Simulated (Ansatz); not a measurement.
Compare A (`ClC[SiH]1O[SiH2]1`) with its isomer B (`Cl[SiH2][SiH]1CO1`).

Isolated molecules relaxed with PBE0-D4/def2-TZVP in Ansatz; ΔE leaves out vibrations. CCSD(T)/CBS is the MP2 limit (def2-TZVPP, def2-QZVPP) plus CCSD(T) − MP2 in def2-TZVPP, frozen cores. DFT in def2-TZVPP. B3LYP here is the variant with VWN-RPA as its local correlation; programs differ in this. One conformer a species, not always the lowest.

A:

Z-matrix (Å, degrees):
```
C
Si 1 1.873
Cl 1 1.788 2 109.0
H 1 1.090 2 111.5 3 -118.9
H 1 1.091 2 111.9 3 119.0
Si 2 2.194 1 124.1 3 133.0
O 2 1.687 1 114.2 3 76.3
H 2 1.482 1 109.8 3 -54.0
H 6 1.484 2 125.0 1 172.4
H 6 1.484 2 124.4 1 -1.2
```

B:

```xyz
10

Cl   -2.768   -1.408    0.731
Si   -1.678    0.324    0.469
Si    0.239   -0.231   -0.734
C     1.876   -0.171    0.042
O     1.425    0.949   -0.782
H    -2.538    1.299   -0.246
H    -1.312    0.862    1.802
H     0.029   -1.004   -1.983
H     2.009    0.089    1.091
H     2.719   -0.708   -0.390
```

Task: Which isomer does CCSD(T)/CBS put lower? Give the gap. (Best estimate.)

Result: Ansatz gave: A, by 8.5 kJ/mol.

Task: Give E(B) − E(A) in kJ/mol with B3LYP, ωB97M-V, CCSD(T)/def2-TZVPP, CCSD/def2-TZVPP, r2SCAN-D4, MP2/def2-TZVPP, PBE-D4. (Estimate.)

Result: Computed: B3LYP 3.5, ωB97M-V 8.5, CCSD(T)/def2-TZVPP 7.6, CCSD/def2-TZVPP 6.9, r2SCAN-D4 5.1, MP2/def2-TZVPP 10.2, PBE-D4 0.7. None reverses the order clearly.

Largest T1 diagnostic: 0.014.

In def2-TZVPP, CCSD(T) changes the Hartree–Fock value by +5.0 kJ/mol (the triples alone add +0.7 kJ/mol) and MP2 by +7.7 kJ/mol.
